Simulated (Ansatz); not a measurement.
Total energies of K₃Bi⁺ (the lowest doublet isomer of a short search) from Ansatz at PBE-D4/def2-TZVP, gas phase (1 Eh = 27.2114 eV = 2625.5 kJ/mol). The reference geometry is relaxed at PBE0-D4/def2-TZVP.

```tsv
atom	x (Å)	y (Å)	z (Å)
K1	1.5882	0.8636	-2.8226
K2	1.7070	-1.1906	2.6275
K3	-3.3077	0.3365	0.1989
Bi4	0.0125	-0.0094	-0.0038
```

```json
{"state": "charge 1 doublet", "geometry": "reference", "energy (Eh)": "-2013.71218"}
{"state": "charge 0 singlet", "geometry": "reference", "energy (Eh)": "-2013.83624"}
{"state": "charge 1 quartet", "geometry": "relaxed at PBE0-D4/def2-TZVP", "energy (Eh)": "-2013.66478"}
```

In the def2 sets Bi takes a core potential; there is no spin–orbit coupling.

Question: Work out the vertical electron affinity, to the singlet.

Answer: E(charge 1 doublet) − E(charge 0 singlet) = -2013.71218 − (-2013.83624) = 0.12406 Eh = 3.38 eV.

Question: Which of the charge 1 states is lowest, and how far above it are the others?

Answer: The doublet. quartet: -2013.66478 − (-2013.71218) = 0.04740 Eh = 124.4 kJ/mol. The quartet differs in its bonds from the reference.

A triplet lies near this restricted singlet, and broken spin symmetry wasn't tried. 

The structure comes from a short search, and lower isomers may exist.
